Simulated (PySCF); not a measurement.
Species: C₃H₆OSi.
Numbering: `[CH2:1]=[CH:2][SiH2:3][CH:4]=[O:5]` (hydrogens: H6, H7 on C1; H8 on C2; H9, H10 on Si3; H11 on C4)

The same species was optimised twice, with GFN2-xTB and with PBE0-D3(BJ)/def2-SVP (PySCF), and the same property calculations (PySCF, gas phase) were run on both structures.

| coordinate | GFN2-xTB | PBE0-D3(BJ)/def2-SVP | change |
| --- | --- | --- | --- |
| Si3–H9 (Å) | 1.466 | 1.496 | +0.030 |
| Si3–H10 (Å) | 1.461 | 1.491 | +0.030 |
| C1–H6 (Å) | 1.078 | 1.096 | +0.018 |
| C2–Si3 (Å) | 1.883 | 1.867 | -0.016 |
| C1–H7 (Å) | 1.080 | 1.096 | +0.016 |
| C4–H11 (Å) | 1.114 | 1.129 | +0.015 |
| C1=C2 (Å) | 1.325 | 1.339 | +0.014 |
| C2–H8 (Å) | 1.085 | 1.098 | +0.013 |
| Si3–C4 (Å) | 1.924 | 1.936 | +0.012 |
| C4=O5 (Å) | 1.204 | 1.205 | +0.001 |
| C2–Si3–H9 (°) | 111.0 | 108.8 | -2.2 |
| C2–Si3–C4 (°) | 105.8 | 107.7 | +1.9 |
| C4–Si3–H9 (°) | 106.6 | 108.5 | +1.9 |
| H9–Si3–H10 (°) | 112.9 | 111.3 | -1.6 |
| C1–C2–Si3 (°) | 125.1 | 123.7 | -1.4 |
| Si3–C4–O5 (°) | 124.4 | 123.1 | -1.3 |
| Si3–C2–H8 (°) | 116.9 | 118.1 | +1.2 |
| O5–C4–H11 (°) | 118.8 | 119.8 | +1.0 |
| C1–C2–Si3–C4 (°) | 117 | 113 | -4 |
| C2–Si3–C4–O5 (°) | 112 | 108 | -4 |

Rotational constants: A = 10518, B = 1906, C = 1766 MHz (GFN2-xTB) against A = 10364, B = 1904, C = 1776 MHz (PBE0-D3(BJ)/def2-SVP). Point groups within 0.08 Å: C1 and C1.

On the GFN2-xTB structure: lowest singlet, TDDFT (eV) 3.21 [CAM-B3LYP/def2-SVPD]; lowest triplet, Tamm–Dancoff (eV) 2.53 [CAM-B3LYP/def2-SVPD]; isotropic polarisability (au) 67.0 [CAM-B3LYP/def2-SVPD]; HOMO (eV) -8.36 [CAM-B3LYP/def2-SVPD]; LUMO (eV) -0.46 [CAM-B3LYP/def2-SVPD]; dipole (D) 3.05 [CAM-B3LYP/def2-SVPD]; HOMO (eV) -6.85 [PBE0/pcSseg-1]; LUMO (eV) -1.50 [PBE0/pcSseg-1]; dipole (D) 2.89 [PBE0/pcSseg-1]; GIAO shielding of C1 (ppm) 38.8 [PBE0/pcSseg-1]; GIAO shielding of C2 (ppm) 50.6 [PBE0/pcSseg-1]; GIAO shielding of Si3 (ppm) 400.6 [PBE0/pcSseg-1]; GIAO shielding of C4 (ppm) -56.5 [PBE0/pcSseg-1]; GIAO shielding of O5 (ppm) -617.5 [PBE0/pcSseg-1].

Question: What do these properties become on the PBE0-D3(BJ)/def2-SVP structure?

Answer: 
```tsv
property	level	on GFN2-xTB	on PBE0-D3(BJ)/def2-SVP	change
lowest singlet, TDDFT (eV)	CAM-B3LYP/def2-SVPD	3.21	3.20	-0.01
lowest triplet, Tamm–Dancoff (eV)	CAM-B3LYP/def2-SVPD	2.53	2.52	-0.01
isotropic polarisability (au)	CAM-B3LYP/def2-SVPD	67.0	68.3	+1.3
HOMO (eV)	CAM-B3LYP/def2-SVPD	-8.36	-8.39	-0.03
LUMO (eV)	CAM-B3LYP/def2-SVPD	-0.46	-0.54	-0.08
dipole (D)	CAM-B3LYP/def2-SVPD	3.05	3.00	-0.05
energy, GFN2-xTB geometry as zero (kcal/mol)	CAM-B3LYP/def2-SVPD	0.0	-0.8	-0.8
HOMO (eV)	PBE0/pcSseg-1	-6.85	-6.89	-0.04
LUMO (eV)	PBE0/pcSseg-1	-1.50	-1.59	-0.09
dipole (D)	PBE0/pcSseg-1	2.89	2.84	-0.05
energy, GFN2-xTB geometry as zero (kcal/mol)	PBE0/pcSseg-1	0.0	-0.8	-0.8
GIAO shielding of C1 (ppm)	PBE0/pcSseg-1	38.8	34.1	-4.7
GIAO shielding of C2 (ppm)	PBE0/pcSseg-1	50.6	48.6	-2.0
GIAO shielding of Si3 (ppm)	PBE0/pcSseg-1	400.6	398.1	-2.5
GIAO shielding of C4 (ppm)	PBE0/pcSseg-1	-56.5	-55.2	+1.3
GIAO shielding of O5 (ppm)	PBE0/pcSseg-1	-617.5	-612.4	+5.1
```

The heavy atoms differ by 0.027 Å rms after alignment. Among all bonds Si3–H9 and Si3–H10 change most and about equally (+0.030 Å). Changes are differences of the printed values. Neither structure is proved a minimum here.

The values belong to the conformer `[CH2:1]=[CH:2][SiH2:3][CH:4]=[O:5]`: C1–C2–Si3–C4 113°, C2–Si3–C4–O5 108°.
